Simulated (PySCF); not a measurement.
H₃F₃SeSi₂, SMILES F[Si](F)(F)[SiH2][SeH] (PBE/def2-SVP optimised geometry):

```
9

F      1.051    -0.777     0.000
Si    -0.571    -0.777     0.000
F     -1.050    -1.424    -1.412
F     -1.051     0.777     0.000
Si    -1.460    -1.839     1.880
Se    -0.991    -0.501     3.694
H     -0.767    -3.146     2.130
H     -2.930    -2.078     1.664
H     -1.505     0.705     2.992
```

Computed with PBE/def2-TZVP run with PySCF.

What are the frontier orbital energies and the dipole moment?

HOMO-2 -8.75 eV, HOMO-1 -8.09 eV, HOMO -6.36 eV, LUMO -2.05 eV, LUMO+1 -1.48 eV; dipole moment 1.87 D.

On the same geometry PBE0/def2-TZVP run with PySCF gives HOMO-2 -10.08 eV, HOMO-1 -9.32 eV, HOMO -7.51 eV, LUMO -1.25 eV, LUMO+1 -0.64 eV; dipole moment 1.98 D.

Meta-Löwdin charges at PBE/def2-TZVP: F1 -0.46, Si2 1.38, F3 -0.46, F4 -0.47, Si5 0.20, Se6 -0.18, H7 -0.04, H8 -0.05, H9 0.09.
